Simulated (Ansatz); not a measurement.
Cl$_{5}$Si$_{2}$, doublet, geometry from GFN2-xTB. Base run: B3LYP/STO-3G in Ansatz (a first-principles code).

The Ansatz input:
Ansatz 0.2 input:
```yaml
crystal:
  periodic: [false, false, false]
  atoms:
    - {symbol: Cl, position_ang: [1.92244881, -1.90832571, -0.82010059]}
    - {symbol: Si, position_ang: [1.35516226, 0.01986058, -0.53632054]}
    - {symbol: Cl, position_ang: [2.56557939, 0.78134476, 0.90420712]}
    - {symbol: Si, position_ang: [-0.88689246, 0.19528931, 0.02396448]}
    - {symbol: Cl, position_ang: [-1.64091265, -0.72905730, 1.66875770]}
    - {symbol: Cl, position_ang: [-1.28936674, 2.17107244, 0.23250544]}
    - {symbol: Cl, position_ang: [-1.94338279, -0.49221647, -1.56342937]}
basis:
  gaussian:
    orbitals: STO-3G
hamiltonian:
  xc: b3lyp
magnetization: {spin_polarized: true, initial_magnetization: 1}
```

The bond that is stretched is that between atoms 3 and 2. A test that says stable can miss a lower solution.

The base run was repeated with changes; each row names its change, and settings that it needs were set with it.

```csv
change,ΔE vs base (kcal/mol),<S^2>,stability test says
base,0.000,0.751,minimum
spin_polarized = on; lower_state_search = off,0.000,0.751,undecided (no full test)
spin_polarized = on; lower_state_search = standard,0.000,0.751,minimum
bond × 1.25,20.70,0.754,minimum
spin_polarized = on; lower_state_search = off; bond × 1.25,20.70,0.754,undecided (no full test)
spin_polarized = on; lower_state_search = standard; bond × 1.25,20.70,0.754,minimum
bond × 1.5,56.29,0.794,minimum
spin_polarized = on; lower_state_search = off; bond × 1.5,56.29,0.794,undecided (no full test)
spin_polarized = on; lower_state_search = standard; bond × 1.5,56.29,0.794,minimum
bond × 1.8,73.3,0.771,minimum
spin_polarized = on; lower_state_search = off; bond × 1.8,73.3,0.771,undecided (no full test)
spin_polarized = on; lower_state_search = standard; bond × 1.8,73.3,0.771,minimum
bond × 2.2,78.0,0.750,minimum
spin_polarized = on; lower_state_search = off; bond × 2.2,78.0,0.750,undecided (no full test)
spin_polarized = on; lower_state_search = standard; bond × 2.2,78.0,0.750,minimum
bond × 3.0,78.9,0.750,minimum
spin_polarized = on; lower_state_search = off; bond × 3.0,78.9,0.750,undecided (no full test)
spin_polarized = on; lower_state_search = standard; bond × 3.0,78.9,0.750,minimum
```

On stretching, the SCF can end on different states; <S^2> shows the spin contamination of each.
